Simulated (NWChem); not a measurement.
A series in which one site is exchanged, each optimised at PBE0/def2-SVP with NWChem, gas phase unless a solvent is named. All stand in one matching conformer (torsions within 35°), which need not be the lowest. Low-valent species are run as closed-shell singlets; no triplet was tried in these runs. For some, no frequency run checked for a minimum. def2 effective core potentials on Pb; no spin-orbit coupling.

A: [OH][Pb][Cl] (PbHOCl; site = Pb)
B: O[Si]Cl (SiHOCl; site = Si)
C: [OH][Ge][Cl] (GeHOCl; site = Ge)

**Question.** Rank them by static polarisability, B3LYP/def2-SVPD (bohr³), lowest first.

**Answer.** B (49.2), C (51.6), A (63.0)
